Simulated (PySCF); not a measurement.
C₂H₅O, SMILES C[CH]O, multiplicity 2. Geometry: PBE-D3(BJ)/def2-TZVP. The isomer is the one that the SMILES or the coordinates give; other isomers of the formula were not compared. Other conformers were not sampled.

Method: PBE-D3(BJ)/def2-TZVP run with PySCF 2.14.0.

Harmonic wavenumbers (cm⁻¹): 180, 362, 399, 534, 908, 982, 1033, 1182, 1232, 1341, 1399, 1412, 1435, 2873, 2976, 3046, 3068, 3709. Rotational constants (GHz): 45.85, 9.398, 8.242; symmetry number 1.

Work out the zero-point energy and the ideal-gas rigid-rotor harmonic-oscillator thermochemistry at 298.15 K and 1 atm.

ZPE = ½ Σ hcν = ½ × 28073 cm⁻¹ = 40.13 kcal/mol. H − E(el) = 43.53 kcal/mol. Entropy in cal/(mol K): translation 37.34, rotation 22.03, vibration 5.45, spin 1.38, total 66.20. G − E(el) = 23.79 kcal/mol. Cp = 16.07 cal/(mol K).
